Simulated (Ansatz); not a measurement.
Input:

```yaml
crystal:
  periodic: [false, false, false]
  atoms:
    - { symbol: Ge, position_ang: [0.0, 0.0, 0.0] }
    - { symbol: F, position_ang: [0.0, 0.0, 1.68] }
    - { symbol: Ge, position_ang: [2.2632, 0.0, -0.7992] }
    - { symbol: H, position_ang: [2.7487, -1.4611, -0.9782] }
    - { symbol: H, position_ang: [2.3309, 0.7367, -2.1612] }
    - { symbol: H, position_ang: [3.1736, 0.7244, 0.225] }
    - { symbol: H, position_ang: [-0.73, 1.2648, -0.5162] }
    - { symbol: Ge, position_ang: [-1.1304, -1.9584, -0.7992] }
    - { symbol: H, position_ang: [-1.8281, -2.673, 0.3861] }
    - { symbol: H, position_ang: [-2.1918, -1.5497, -1.8522] }
    - { symbol: H, position_ang: [-0.1029, -2.92, -1.4487] }
basis:
  gaussian: { orbitals: def2-SVP }
hamiltonian:
  xc: pbe
relax:
  f_tol: 0.02
  max_steps: 40
```

Run as:

```bash
$ ansatz run input.yaml --threads 4 --pin off --max-ram 5120MiB --backend cpu --events-out ev --progress --plain --runs-dir out
```

Hardware: 4 threads of Arm Neoverse V1, on a shared host.

Q: Roughly how long does this run take, and how much memory?

A: 22 s, with a peak of 0.23 GiB, for 12 ionic steps.
